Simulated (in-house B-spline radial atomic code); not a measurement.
A calculation on Ag³⁹⁺: its settings, and results tabulated from the run. Method: scalar-relativistic (X2C) B3LYP, spin-polarised, spherical fractional occupations, Fermi nucleus of rms radius 4.5454 fm. Calculated with a B-spline radial code for spherical atoms.

Command:
```bash
python run_scf.py task.json out
```
Settings (nuclear radius in fm, mass in u):
```
Z                47
configuration    [He] 2s2 2p4
hamiltonian      x2c
method           b3lyp
spin_polarised   True
nucleus          fermi
rms_radius       4.5454
atomic_mass      106.90509
speed_of_light   137.035999084
```

Output (hartree, bohr):
```
 radial grid: 54 intervals, B-splines of order 8, outer radius 1.0076 bohr

 iter        energy (Eh)    residual
    1       -3696.793760    4.19e+00
    2       -3706.472213    1.96e-01
    3       -3706.493440    9.25e-02
    4       -3706.498191    4.38e-02
    5       -3706.499553    2.42e-03
    6       -3706.499558    7.99e-06
    7       -3706.499558    6.15e-08

 total energy                     -3706.49956
 kinetic                            3923.3965
 electron-nucleus                  -7890.7133
 Hartree                             327.4059
 exact exchange                      -12.9153
 exchange-correlation                -53.6734

 orbital      occ     eigenvalue          <r>       <r^2>       <1/r>       r_max
 1s up      1.000     -1036.8896    0.0305062  0.00126777     51.4973     0.01949
 1s down    1.000     -1036.0436    0.0304794  0.00126535     51.5322     0.01949
 2s up      1.000      -231.0056     0.129645   0.0197845      12.087      0.1115
 2s down    1.000      -229.5450     0.129971   0.0198844     12.0406      0.1117
 2p up      3.000      -219.0965     0.112314   0.0152902     11.2919     0.08837
 2p down    1.000      -216.7131     0.112755   0.0154188     11.2559     0.08863
```

Run time, properties included: 0.16 s on 1 thread of Arm Neoverse V1, on a shared host.

Caution: exact exchange at fractional occupations of open shells leaves self-interaction of up to several eV.

One-electron X2C: radii and densities carry no picture-change correction, so inner-shell <1/r> comes out high (for 1s by about 2 % at Z = 33, 5 % at 54, 10 % at 75, 30 % at 118) and <r> low.
